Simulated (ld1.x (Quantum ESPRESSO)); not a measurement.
## Cutoff test, molybdenum (Mo), TM

ld1.x (Quantum ESPRESSO) 7.5 input, shortened:

```
&input
   title='Mo', zed=42., rel=1, dft='PZ', iswitch=3,
   config='[Kr] 4d5 5s1 5p0'
 /
 &inputp
   pseudotype=2, tm=.true., lloc=1,
   nlcc=.false.
 /
3
5S  1  0   1.00   0.00  2.50  2.50  0.0
4D  3  2   5.00   0.00  1.60  1.60  0.0
4P  2  1   6.00   0.00  0.88  0.88  0.0
 &test
   configts(1)='4p6 4d5 5s1 5p0'
 /
```

The pseudo-atom Hamiltonian at the reference potential is diagonalised in spherical Bessel functions j_l(qr) that vanish at 20 bohr, with q² up to the cutoff. All-electron valence levels (Ry): 5s -0.3182, 4d -0.2893, 4p -2.8362, 5p -0.0856.

Question: How do the lowest levels (Ry) of each channel move with the cutoff, and are there ghosts?

Answer:

```
cutoff (Ry)      s #1     s #2    s #3     d #1     p #1     p #2    f #1    f #2  Σ f·Δε (mRy)
          8   -2.1923  -0.3144  0.0092  -0.0040  -2.1141  -0.0497  0.1073  0.2271        5759.3
         25   -6.0939  -0.3181  0.0089  -0.2530  -2.5468  -0.0722  0.1073  0.2271        1913.4
         50  -12.9386  -0.3182  0.0087  -0.2891  -2.6043  -0.0740  0.1073  0.2271        1388.2
        100  -18.1208  -0.3182  0.0086  -0.2892  -2.7224  -0.0802  0.1073  0.2271         679.1
        180  -19.2014  -0.3182  0.0086  -0.2893  -2.8332  -0.0871  0.1073  0.2271          14.2
        400  -19.2202  -0.3182  0.0086  -0.2893  -2.8356  -0.0872  0.1073  0.2271           0.0
```

Result: ghost state, extra bound levels that the all-electron valence spectrum of the same l lacks: s at -261.5 eV (a true bound ghost makes a file unfit for plane-wave use); 10 mRy is reached at 230 Ry and 1 mRy at over 300 Ry.

1 of 9 tests not solved or not reliable.
